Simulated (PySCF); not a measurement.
PySCF 2.14 output of an unrestricted M06-2X calculation on a single atom or ion in def2-TZVP with the def2 core potential (28 electrons) (6s4p3d1f, 40 functions), with scalar relativity through the core potential:

```
SCF conv_tol = 1e-09
number electrons alpha = 10  beta = 7
    Y. Zhao and D. G. Truhlar.,  Theor. Chem. Acc. 120, 215 (2008)
    Y. Zhao and D. G. Truhlar.,  Theor. Chem. Acc. 120, 215 (2008)
cycle= 1 E= -110.387497821568  delta_E= -0.00379  |g|= 0.051  |ddm|= 0.177
cycle= 2 E= -110.387619423376  delta_E= -0.000122  |g|= 0.0534  |ddm|= 0.133
cycle= 3 E= -110.388554021807  delta_E= -0.000935  |g|= 0.00198  |ddm|= 0.0353
cycle= 4 E= -110.388566949719  delta_E= -1.29e-05  |g|= 0.000576  |ddm|= 0.0243
cycle= 5 E= -110.388567708822  delta_E= -7.59e-07  |g|= 0.000137  |ddm|= 0.00653
cycle= 6 E= -110.388567725961  delta_E= -1.71e-08  |g|= 2.14e-05  |ddm|= 0.0006
cycle= 7 E= -110.388567726252  delta_E= -2.91e-10  |g|= 4.87e-07  |ddm|= 8.91e-05
converged SCF energy = -110.388567726252  <S^2> = 3.7548328  2S+1 = 4.0024157
```

The run itself started from symmetry-adapted Hartree-Fock orbitals and held the occupation by maximum overlap, on a logarithmic radial grid, so the iterations belong to that start.

Q: Which element, charge and spin multiplicity is this?

A: Rh (rhodium, neutral), multiplicity 4; the state was [Kr] 4d8 5s1, high-spin 4F determinant.

Energies and moments cover only the electrons outside the core potential.
